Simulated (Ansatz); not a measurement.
Total energies of the cluster Ca₂Si⁻ from Ansatz at PBE0-D4/def2-TZVPD, gas phase (1 Eh = 27.2114 eV = 2625.5 kJ/mol). The reference geometry is relaxed at B3LYP-D4/def2-TZVPD.

```
atom   x (Å)   y (Å)   z (Å)
 Ca1   1.647  -1.014   0.211
 Ca2  -1.633   0.358   0.995
 Si3  -0.014   0.656  -1.205
```

```csv
state,geometry,energy (Eh)
charge -1 doublet,reference,-1644.15549
charge 0 triplet,reference,-1644.11605
charge -1 quartet,relaxed at B3LYP-D4/def2-TZVPD,-1644.15984
```

**Question.** Work out the vertical ionisation energy to the triplet.

**Answer.** E(charge 0 triplet) − E(charge -1 doublet) = -1644.11605 − (-1644.15549) = 0.03944 Eh = 1.07 eV. For comparison, −ε of the highest occupied level of the spin that leaves is 0.21 eV at this level, 0.86 eV less.

**Question.** Which of the charge -1 states is lowest, and how far above it are the others?

**Answer.** The quartet. doublet: -1644.15549 − (-1644.15984) = 0.00435 Eh = 11.4 kJ/mol. The quartet differs in its bonds from the reference.

At PBE0-D4/def2-TZVPD the charge -1 doublet is spin-contaminated (final ⟨S²⟩ up to 0.95, 0.75 for a pure state). 

The structure comes from a short search, and lower isomers may exist.
